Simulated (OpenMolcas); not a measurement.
Rh3+ (d6) in a complex was computed by SS-CASPT2, IPEA 0.25 Eh, imaginary shift 0.1 Eh with the d shell active (OpenMolcas, ANO-RCC-VTZP on the metal). Its lowest spin-free states, and all those of the highest spin:

```json
{"2S+1": "1", "Degeneracy": "1", "E (cm-1)": "0"}
{"2S+1": "3", "Degeneracy": "1", "E (cm-1)": "12650"}
{"2S+1": "3", "Degeneracy": "1", "E (cm-1)": "13180"}
{"2S+1": "3", "Degeneracy": "1", "E (cm-1)": "15260"}
{"2S+1": "3", "Degeneracy": "1", "E (cm-1)": "15990"}
{"2S+1": "1", "Degeneracy": "1", "E (cm-1)": "16520"}
{"2S+1": "1", "Degeneracy": "1", "E (cm-1)": "18310"}
{"2S+1": "1", "Degeneracy": "1", "E (cm-1)": "18860"}
{"2S+1": "3", "Degeneracy": "1", "E (cm-1)": "19230"}
{"2S+1": "1", "Degeneracy": "1", "E (cm-1)": "19630"}
{"2S+1": "3", "Degeneracy": "1", "E (cm-1)": "21950"}
{"2S+1": "5", "Degeneracy": "1", "E (cm-1)": "23800"}
{"2S+1": "5", "Degeneracy": "1", "E (cm-1)": "26950"}
{"2S+1": "5", "Degeneracy": "1", "E (cm-1)": "28040"}
{"2S+1": "5", "Degeneracy": "1", "E (cm-1)": "45940"}
{"2S+1": "5", "Degeneracy": "1", "E (cm-1)": "49550"}
```

Problem. Is the site octahedral, tetrahedral or cube-like, axial, or of lower symmetry?

Solution. The states with 2S+1 = 5 have orbital degeneracies 1, 1, 1, 1, 1. No state of this spin is degenerate, so the site is of lower symmetry, with no axis of order three or more. The run had Rh3+ with 6 ligands (chloride, water on the axis) in tetragonal octahedral coordination (D2h) at 2.42 Å, the axial distance 2.026 Å. A charge of +0.167 e stands 2.4 Å behind each ligand. Ligand basis ANO-RCC-VDZP.

Over all roots computed the reference weight is 0.61 to 0.66; a low but even weight reflects the number of correlated electrons. The least metal-like active orbital is 69 % on the metal (Löwdin) and no ligand orbital is active, so the numbers are rough, and ground spin, moment and any spin crossover can be artefacts of this space; highly charged d ions in such sites are as a rule low spin. Ligand-to-metal charge-transfer states are missing. With no ligand orbital active B as a rule stays too high, so bands that hang on it stand too high and its fall with covalency is understated. With one d shell and no ligand orbital active, 10Dq can be off by a tenth or more. No measured value stands beside these numbers; the geometry was imposed, not optimised, and the real ion may take another.
